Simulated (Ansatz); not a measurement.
Basis-set extrapolation for CH10N2Si2, SMILES `N[SiH2]C(N)[SiH3]` (PBE0-D4/def2-TZVP geometry, frozen core, Ansatz 0.2.0). Multiplicity 1, RHF reference.

```csv
,def2-TZVPP,def2-QZVPP
HF,-730.555778,-730.581715
MP2 correlation,-0.862754,-0.923391
CCSD(T) correlation,-0.958751,not run
```

Energies in hartree. Use E(X) = E(∞) + A·exp(−7.88·√X) for Hartree–Fock and E(X) = E(∞) + B·X^(−2.97) for correlation, with X = 3 and 4, and add CCSD(T) minus MP2 of the smaller set to the MP2 limit.

What is the CCSD(T) energy at the basis-set limit?

HF limit: -730.581715 + (-0.025937) × 0.13774 = -730.58529. MP2 limit: -0.923391 + (-0.060637) × 0.74074 = -0.96831. Higher-order term: -0.958751 − (-0.862754) = -0.09600. Total: -731.64960 hartree, 354.6 kJ/mol below CCSD(T)/def2-TZVPP.
